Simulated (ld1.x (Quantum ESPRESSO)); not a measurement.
# Before and after: PAW potential for Ir

```
Element                 : iridium
Generator               : ld1.x (Quantum ESPRESSO) 7.5
Type                    : PAW
Functional              : LDA (PZ)
Relativity              : scalar-relativistic
Frozen core             : [Xe] 4f14
Valence charge          : 9
Reference configuration : 5d7.5 6s1.5 6p0
Partial waves           : 6s (bound): rcut 2.50, rcutus 2.75 bohr; 6s channel at 0.35 Ry: rcut 2.50, rcutus 2.75 bohr; 6p (bound, empty): rcut 2.75, rcutus 3.60 bohr; 6p channel at 2 Ry: rcut 2.75, rcutus 3.60 bohr; 5d (bound): rcut 1.30, rcutus 1.40 bohr; 5d channel at -0.15 Ry: rcut 1.30, rcutus 1.40 bohr
Local potential         : all-electron potential smoothed inside 2.45 bohr (lloc = -1)
Core correction         : Bessel-smoothed model core inside 1.00 bohr
Augmentation charge     : PSQ, inside the norm-conserving radii
```

All-electron outer shells of the reference configuration (LDA (PZ), scalar-relativistic, ld1.x):

```tsv
shell	level (eV)	outermost node (bohr)	outermost maximum (bohr)
4f	-61.20	–	0.39
5p	-53.70	0.54	1.01
5d	-6.47	0.59	1.31
6s	-6.21	1.17	2.41
6p	-1.19	1.40	3.51
```

Change: wave 6p channel at 2 Ry: rcut 2.75, rcutus 3.60 bohr becomes 6p channel at 0.41 Ry: rcut 2.75, rcutus 3.60 bohr.

Cutoffs: the cutoffs (Ry, on a coarse ladder) from which the occupation-weighted sum of valence levels, in a spherical-Bessel basis at the reference potential, stays within 10 and 1 mRy of its value at 400 Ry; they do not see the model core or the augmentation charge, which bear on the density cutoff. Errors are all-electron minus pseudo energies relative to the spin-unpolarised reference configuration.

Task: What does the change do?

Result: The potential gets neither clearly harder nor softer (50 Ry and 90 Ry → 50 Ry and 90 Ry); the errors of the 9 common tests hardly move; the range in which the p phases agree narrows (upper end 3.5 → 1.8); neither file shows a bound ghost.

| quantity | base | changed |
| --- | --- | --- |
| cutoff, loose | 50 Ry | 50 Ry |
| cutoff, tight | 90 Ry | 90 Ry |
| bound ghosts | none | none |
| error for 5d7 6s2 6p0, meV [ΔE 0.26 eV] | -2.8 | -2.8 |
| error for 5d7 6s1 6p0, meV [ΔE 10.44 eV] | -7.8 | -7.8 |
| error for 5d7 6s0 6p0, meV [ΔE 28.29 eV] | -21 | -21 |
| error for 5d8 6s1 6p0, meV [ΔE -0.02 eV] | -6.3 | -6.3 |
| error for 5d7 6s1 6p1, meV [ΔE 5.67 eV] | -6.1 | -5.8 |
| error for 5d7 6s1.5 6p0, meV [ΔE 4.43 eV] | -4.6 | -4.6 |
| error for 5d6 6s0 6p0, meV [ΔE 59.14 eV] | -164 | -164 |
| error for 5d7.5 6s1.5 6p0 (spin-polarised), meV [ΔE -0.97 eV] | -6.0 | -6.0 |
| error for 5d7 6s2 6p0 (spin-polarised), meV [ΔE -0.89 eV] | -11 | -11 |
| s: phases at 3.91 bohr within 0.05 rad from the reference energy up to (Ry; the scan ends near 5) | 2.4 | 2.4 |
| p: phases at 3.91 bohr within 0.05 rad from the reference energy up to (Ry; the scan ends near 5) | 3.5 | 1.8 |
| d: phases at 3.91 bohr within 0.05 rad from the reference energy up to (Ry; the scan ends near 5) | to the end of the scan | to the end of the scan |
| lowest overlap eigenvalue by channel | s 0.33, p 0.61, d 0.87 | s 0.33, p 0.52, d 0.87 |
